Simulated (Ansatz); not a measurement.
Correlation energies of AlBrH6Si2 by basis set

```xyz
10

Al   -1.1451   -1.9920   -0.2880
Si    0.0273   -0.1775    0.7880
Si    1.3352    1.4618   -0.2451
Br   -2.1867    0.3869    0.1087
H    -1.9417   -2.9990    0.6345
H    -0.9415   -2.1404   -1.8489
H    -0.0186    0.0591    2.2591
H     0.9558    2.8223    0.2185
H     1.1508    1.3649   -1.7155
H     2.7645    1.2140    0.0886
```

The species carries charge 0 and has multiplicity 1. Correlated methods include outer-core shells of Br, which these sets cover unevenly. Scalar relativity is left out up to krypton. The bonds changed during the relaxation, so this is another structure than the one it started from. Geometry: relaxed with PBE0-D4/def2-TZVP. Frozen core, restricted reference, the Gaussian-basis code of Ansatz.

```json
{"basis": "def2-SVP", "HF (Eh)": "-3395.14165", "MP2 corr.": "-0.49832", "CCSD corr.": "-0.55463", "(T)": "-0.01456", "CCSD(T) total": "-3395.71084"}
{"basis": "def2-TZVPP", "HF (Eh)": "-3395.74732", "MP2 corr.": "-0.60996", "CCSD corr.": "-0.66883", "(T)": "-0.02457", "CCSD(T) total": "-3396.44072"}
{"basis": "def2-QZVPP", "HF (Eh)": "-3395.82122", "MP2 corr.": "-0.95327", "CCSD corr.": "–", "(T)": "–", "CCSD(T) total": "–"}
```
